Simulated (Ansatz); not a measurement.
C₂H₇NOSi₂, SMILES C1=C[SiH2][Si@@]1(N)O.

The structure is a stationary point at B3LYP-D3(BJ)/def2-SVP. The structure was generated by enumeration; whether it is a known compound was not checked. Other conformers were not sampled.

Two levels are set side by side: PBE/def2-SVPD (Ansatz, a program for electronic structure) and PBE0/def2-SVPD (Ansatz). Energy differences of separate SCF runs at the same geometry; the states with an electron removed or added have multiplicity 2 and 2. Differences are taken from unrounded values.

```
quantity                           PBE0
---------------------------------  ----
vertical ionisation energy (eV)    8.78
vertical singlet–triplet gap (eV)  4.10
```

Problem. What does PBE give, and how far is it from PBE0? (An estimate is asked for; the answer gives what the named calculation found.)

Solution. 
```
quantity                            PBE  PBE minus PBE0
---------------------------------  ----  --------------
vertical ionisation energy (eV)    8.45           -0.33
vertical singlet–triplet gap (eV)  4.11            0.01
```
